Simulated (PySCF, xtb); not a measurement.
Sb(F)2(OMe) (CH₃F₂OSb), SMILES C[O][Sb]([F])[F].

GFN2-xTB run with xtb at its own geometry gives an orbital gap of 4.30 eV and a dipole moment of 4.77 D.

Coordinates come from a B3LYP-D3(BJ)/def2-SVP optimisation. The def2 effective core potentials stand for the cores of Sb; spin–orbit coupling is left out. The values are those of a single conformer.

### Question
What does ωB97X/def2-TZVP (PySCF) give? (An estimate is asked for; the answer gives what the named calculation found.)

### Answer
gap 11.44 eV (levels -10.98 and 0.46 eV), dipole 2.37 D.
